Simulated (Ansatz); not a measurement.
System: sum formula BHBr (charge 0, doublet). It need not be the lowest isomer of its formula. 
Geometry from a B3LYP-D3(BJ)/def2-TZVP (Ansatz, a program for electronic structure) optimisation:
```xyz
3

B     -1.5767     0.0856    -0.1614
Br     0.2914     0.0081     0.0139
H     -2.3159    -0.7100     0.3208
```
Charge 0, spin multiplicity 2.

Parts of the frozen-core correlation energy in cc-pVDZ (Ansatz, hartree). Frozen orbitals: 15; correlated occupied orbitals by spin: 6 and 5; virtual: 25 and 26. Open shells are spin-unrestricted. Spin-orbit coupling is left out. No relativistic terms.

```csv
term,value
reference (HF),-2597.61311
MP2 opposite-spin,-0.13247
MP2 same-spin,-0.04383
CCSD correlation,-0.19985
(T),-0.00531
CCSDT minus CCSD(T),-0.00077
T1 diagnostic,0.019
largest doubles amplitude,0.040
<S^2> of the reference,0.755
```
